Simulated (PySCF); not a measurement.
C3H7O2, SMILES [O]CCOC, multiplicity 2. Geometry: B3LYP-D3(BJ)/def2-SVP. The isomer is the one that the SMILES or the coordinates give; other isomers of the formula were not compared. The values are those of a single conformer.

### Question
Give the equilibrium geometry at B3LYP-D3(BJ)/def2-SVP (PySCF confirms it by a frequency run) as a Z-matrix. (An estimate is asked for; the answer gives what the named calculation found.)

### Answer
One answer among several that fit: 
```
C
H 1 1.1012
O 1 1.4028 2 106.90
C 3 1.4039 1 114.81 2 162.32
H 4 1.0993 3 107.67 1 -177.63
H 1 1.1081 2 107.85 3 120.81
H 4 1.1083 5 108.74 3 -121.20
H 4 1.1088 5 108.02 7 -116.67
C 1 1.5448 2 108.33 6 117.71
O 9 1.3504 1 114.07 2 -61.84
H 9 1.1148 10 113.88 1 -128.33
H 9 1.1209 11 104.51 10 113.56
```
Charge 0, spin multiplicity 2.
